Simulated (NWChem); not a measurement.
Species: SiH$_{3}$Br; SMILES [SiH3]Br

Results from NWChem. Pople sets run with spherical d functions. Geometry: optimised at PBE0/def2-SVP. Level SCAN/6-31G*: energy and gradient on several grids; changes count from the extra-fine grid, which is no exact limit either.

```
grid     size of the energy change (μHa)  largest change of a gradient component (μHa/bohr)
-------  -------------------------------  -------------------------------------------------
xcoarse                            10000                                               1000
coarse                              2000                                                500
medium                              4000                                                200
fine                                1000                                                100
xfine                               < 10                                               < 30
```
